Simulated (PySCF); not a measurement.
**Xe: excitation energy**

Xe [Xe] (1S) → Xe [Kr] 4d10 5s1 5p6 5d1, s spin flipped, as a difference of total energies. Calculation: PySCF 2.14, in aug-cc-pVQZ-DK3; scalar relativity by spin-free X2C-1e. Correlated levels: valence: [Kr] 4d10 frozen. The calculations carry no spin-orbit coupling.

```json
{"method": "UHF", "excitation energy (eV)": "25.107"}
{"method": "LDA", "excitation energy (eV)": "22.589"}
{"method": "PBE", "excitation energy (eV)": "22.308"}
{"method": "PBE0", "excitation energy (eV)": "23.191"}
{"method": "r2SCAN", "excitation energy (eV)": "22.937"}
{"method": "MN15", "excitation energy (eV)": "23.209"}
{"method": "wB97X", "excitation energy (eV)": "23.837"}
{"method": "M06-2X", "excitation energy (eV)": "23.686"}
{"method": "MP2 (valence)", "excitation energy (eV)": "23.526"}
{"method": "SCS-MP2 (valence)", "excitation energy (eV)": "23.424"}
```

**Question.** How much does correlation contribute at MP2 (valence)?

**Answer.** 23.526 − (25.107) = -1.581 eV, measured against UHF.

The upper determinant mixes two multiplicities, so it lies between the two terms.

The upper state lies above the first ionisation limit, where it may autoionise and the basis confines it.

The promoted electron is Rydberg-like, and one or two diffuse shells describe it only roughly, which tends to raise the upper state.

In the upper state the promoted electron has a positive orbital energy at LDA, PBE, r2SCAN, so the basis confines it.
